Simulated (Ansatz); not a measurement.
BH$_{3}$SZn, SMILES `B[S][ZnH]`. Total charge 0; spin multiplicity 1. Geometry: relaxed with PBE0-D4/def2-TZVP.

```xyz
6

B    -0.261    0.780   -0.841
S    -1.378   -0.489   -0.295
Zn    0.155   -1.150    1.117
H    -0.611    1.529   -1.702
H     0.839    0.907   -0.367
H     1.257   -1.577    2.088
```

(1) What is the dipole moment at ωB97M-V/def2-TZVPP? (An estimate is asked.)

(2) And with PBE, r2SCAN, B3LYP? (Estimate.)

(3) Give the Mulliken charges with ωB97M-V, PBE, r2SCAN in def2-TZVPP. (Estimate.)

Answers

(1) Computed: 1.20 D, with components (0.52, -0.65, 0.86) D in this frame, pointing from negative to positive charge.

(2) The calculation gave: PBE 1.15 D, r2SCAN 1.16 D, B3LYP 1.17 D.

(3) Ansatz gave: 
```
atom  ωB97M-V    PBE  r2SCAN
  B1    -0.16  -0.05   -0.01
  S2    -0.20  -0.17   -0.22
 Zn3     0.29   0.25    0.33
  H4     0.08   0.03    0.01
  H5     0.06   0.02    0.00
  H6    -0.08  -0.07   -0.11
```

B3LYP here is the variant with VWN-RPA as its local correlation; programs differ in this.
